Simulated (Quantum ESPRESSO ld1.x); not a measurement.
The numbers below are computed, except where a source is named.
Species: neutral manganese. Configuration: [Ar] 3d5 4s2 (the NIST ground configuration). Code: ld1.x of Quantum ESPRESSO 7.5. Model: scalar-relativistic Kohn-Sham, LDA (Slater exchange, Perdew-Zunger correlation), spin-polarised, spherical densities, point nucleus; open shells are filled with parallel spins first.

Radial electron density D(r) = 4 pi r^2 rho(r):

r (bohr)  D(r) (e/bohr)    spin D(r)
0.006882          4.749    0.0000298
0.007884          5.902    0.0000358
0.009033          7.283    0.0000420
0.01035           8.912    0.0000478
0.01186           10.80    0.0000520
0.01358           12.95    0.0000527
0.01556           15.34    0.0000465
0.01783           17.91    0.0000286
0.02043           20.58  -0.00000860
0.0234            23.23   -0.0000755
0.02681           25.68    -0.000186
0.03072           27.75    -0.000359
0.03519           29.24    -0.000612
0.04032           29.97    -0.000962
0.0462            29.85     -0.00140
0.05335           28.83     -0.00192
0.06112           27.24     -0.00230
0.07003           25.43     -0.00222
0.08023           23.90    -0.000996
0.09192           23.19      0.00268
0.1053            23.68       0.0111
0.1206            25.45       0.0279
0.1382            28.14       0.0590
0.1584            30.95        0.113
0.1814            32.84        0.202
0.2079            32.89        0.340
0.2381            30.61        0.546
0.2728            26.27        0.835
0.3126            20.91         1.22
0.3581            15.96         1.70
0.4103            12.69         2.26
0.4738            11.67         2.89
0.5429            12.55         3.44
0.622             14.04         3.86
0.7126            14.90         4.07
0.8164            14.40         4.03
0.9353            12.53         3.76
1.072             9.865         3.31
1.228             7.120         2.76
1.407             4.836         2.19
1.611             3.223         1.65
1.846             2.224         1.19
2.115             1.644        0.809
2.423             1.287        0.510
2.776             1.020        0.288
3.181            0.7799        0.137
3.644            0.5553       0.0451
4.209            0.3491     -0.00206
4.822            0.2000      -0.0160
5.524            0.1003      -0.0149
6.329           0.04323     -0.00929
7.251           0.01574     -0.00441
8.307          0.004755     -0.00165
9.517          0.001168    -0.000483
10.9          0.0002283    -0.000110

D(r) has 3 maxima, at r = 0.0423, 0.195, 0.730 bohr, and minima at 0.0934, 0.470 bohr, inside which lie 2.12, 10.63 electrons.
